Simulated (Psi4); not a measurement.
Interaction energy of HCl ··· Br- (SMILES Cl and [Br-]) (charge -1). Monomers: optimised at B3LYP-D3(BJ) (def2-TZVP), held rigid. Orientation: lowest of the rigid-body minima from ten starts at GFN2-xTB. The monomers approach along the line of their centres of mass (distance R); nothing else relaxes.

Methods: revPBE-D3(BJ)/def2-TZVPD, counterpoise-corrected (Psi4); MP2/aug-cc-pVTZ = DF-MP2/aug-cc-pVTZ, frozen core, counterpoise-corrected run with Psi4; wB97X-V/def2-TZVPD, counterpoise-corrected (Psi4).

Interaction energies in kcal/mol:

| R / Å | revPBE-D3(BJ)/def2-TZVPD | MP2/aug-cc-pVTZ |
|---|---|---|
| 3.09 | -14.38 | -13.76 |
| 3.29 | -17.55 | -17.03 |
| 3.53 | -17.57 | -17.10 |
| 3.70 | -16.53 | -16.05 |
| 3.97 | -14.29 | -13.84 |
| 4.26 | -11.89 | -11.49 |
| 4.80 | -8.35 | -8.08 |
| 5.45 | -5.65 | -5.52 |
| 6.50 | -3.35 | -3.34 |
| 7.79 | -2.03 | -2.07 |

**Question.** Predict the corresponding wB97X-V/def2-TZVPD column.

**Answer.** 3.09: -13.04; 3.29: -16.52; 3.53: -16.81; 3.70: -15.89; 3.97: -13.81; 4.26: -11.53; 4.80: -8.14; 5.45: -5.54; 6.50: -3.35; 7.79: -2.08 (kcal/mol).
